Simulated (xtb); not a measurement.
imidazole (C3H4N2), singlet, from a rough starting geometry; GFN2-xTB (xtb 6.7.1).

xtb was given this input:
```
$ xtb mol.xyz --gfn 2 --opt vtight --json

# file mol.xyz
9

C     -0.73470269    -0.93593912     0.12905800
C     -0.87132938     0.40957964    -0.24509360
N      0.44026094     0.91238876    -0.11827239
C      1.16912911    -0.16899133     0.18055961
N      0.48198183    -1.21674278     0.30512278
H     -1.60910213    -1.65731919     0.11859762
H     -1.72179441     1.03685530    -0.45682331
H      0.70757186     1.87884845    -0.35567114
H      2.15912679    -0.10124321     0.31366922
```

Output, abridged:

```
   ID    Z sym.   atoms
    1    6 C      1, 2, 4
    2    7 N      3, 5
    3    1 H      6-9

           -------------------------------------------------
          |                Calculation Setup                |
           -------------------------------------------------

           -------------------------------------------------
          |                 G F N 2 - x T B                 |
           -------------------------------------------------

          ...................................................
          :                      SETUP                      :
          :.................................................:
          :  # basis functions                  24          :
          :  # atomic orbitals                  24          :
          :  # shells                           14          :
          :  # electrons                        26          :
          :  max. iterations                   250          :
          :  Hamiltonian                  GFN2-xTB          :
          :  restarted?                      false          :
          :  GBSA solvation                  false          :
          :  PC potential                    false          :
          :  electronic temp.          300.0000000     K    :
          :  accuracy                    1.0000000          :
          :  -> integral cutoff          0.2500000E+02      :
          :  -> integral neglect         0.1000000E-07      :
          :  -> SCF convergence          0.1000000E-05 Eh   :
          :  -> wf. convergence          0.1000000E-03 e    :
          :  Broyden damping             0.4000000          :
          :  net charge                          0          :
          :  unpaired electrons                  0          :
          ...................................................

 iter      E             dE          RMSdq      gap      omega  full diag
   1    -14.4531506 -0.144532E+02  0.396E+00    4.95       0.0  T
   2    -14.5116670 -0.585164E-01  0.278E+00    4.57       1.0  T
   3    -14.5166147 -0.494769E-02  0.165E+00    4.61       1.0  T
   4    -14.5157304  0.884329E-03  0.435E-01    4.42       1.0  T
   5    -14.5169037 -0.117332E-02  0.142E-01    4.48       1.0  T
   6    -14.5169695 -0.657873E-04  0.511E-02    4.47       1.0  T
   7    -14.5169780 -0.854363E-05  0.243E-02    4.47       1.4  T
   8    -14.5169790 -0.104261E-05  0.837E-03    4.47       4.0  T
   9    -14.5169794 -0.349668E-06  0.181E-03    4.47      18.4  T
[...]
         :: total energy             -14.274980481142 Eh    ::
 * total energy  :   -14.2749805 Eh     change       -0.1732303E-10 Eh
 * total energy  :   -14.2947158 Eh     change       -0.1973528E-01 Eh
 * total energy  :   -14.2973226 Eh     change       -0.2606844E-02 Eh
 * total energy  :   -14.2975933 Eh     change       -0.2706778E-03 Eh
 * total energy  :   -14.2976516 Eh     change       -0.5831378E-04 Eh
 * total energy  :   -14.2976620 Eh     change       -0.1040740E-04 Eh
 * total energy  :   -14.2976642 Eh     change       -0.2159601E-05 Eh
 * total energy  :   -14.2976648 Eh     change       -0.6341812E-06 Eh
 * total energy  :   -14.2976649 Eh     change       -0.1160528E-06 Eh
 * total energy  :   -14.2976649 Eh     change       -0.1125553E-07 Eh
   *** GEOMETRY OPTIMIZATION CONVERGED AFTER 10 ITERATIONS ***
         :: total energy             -14.297664921936 Eh    ::
[...]
     5   7 N        1.917    -0.257    27.535     7.780
     6   1 H        0.926     0.035     2.519     2.482
     7   1 H        0.927     0.031     2.576     2.510
     8   1 H        0.860     0.158     1.349     1.819
     9   1 H        0.926     0.034     2.528     2.486

 Mol. C6AA /au·bohr⁶  :        996.721239
 Mol. C8AA /au·bohr⁸  :      23006.956145
 Mol. α(0) /au        :         49.759418

Wiberg/Mayer (AO) data.
largest (>0.10) Wiberg bond orders for each atom

 ---------------------------------------------------------------------------
     #   Z sym  total        # sym  WBO       # sym  WBO       # sym  WBO
 ---------------------------------------------------------------------------
     1   6 C    3.977 --     2 C    1.587     5 N    1.299     6 H    0.972
     2   6 C    3.940 --     1 C    1.587     3 N    1.210     7 H    0.971
                             4 C    0.124
     3   7 N    3.591 --     4 C    1.254     2 C    1.210     8 H    0.947
                             5 N    0.105
     4   6 C    3.957 --     5 N    1.561     3 N    1.254     9 H    0.966
                             2 C    0.124
     5   7 N    3.032 --     4 C    1.561     1 C    1.299     3 N    0.105
     6   1 H    0.999 --     1 C    0.972
     7   1 H    0.999 --     2 C    0.971
     8   1 H    0.975 --     3 N    0.947
     9   1 H    0.999 --     4 C    0.966
 ---------------------------------------------------------------------------

Topologies differ in total number of bonds
Writing topology from bond orders to xtbtopo.mol

molecular dipole:
                 x           y           z       tot (Debye)
 q only:        0.039       0.884      -0.189
   full:        0.005       1.486      -0.326       3.867
molecular quadrupole (traceless):
                xx          xy          yy          xz          yz          zz
 q only:        1.317       1.918      -0.115      -0.082      -0.005      -1.202
  q+dip:        2.413       3.404       0.060      -0.082      -0.148      -2.473
   full:        2.235       3.372      -0.870      -0.266       0.324      -1.365

optimized geometry written to: xtbopt.xyz

           -------------------------------------------------
          | TOTAL ENERGY              -14.297664921936 Eh   |
          | GRADIENT NORM               0.000032901415 Eh/α |
          | HOMO-LUMO GAP               4.714569311066 eV   |
           -------------------------------------------------
```
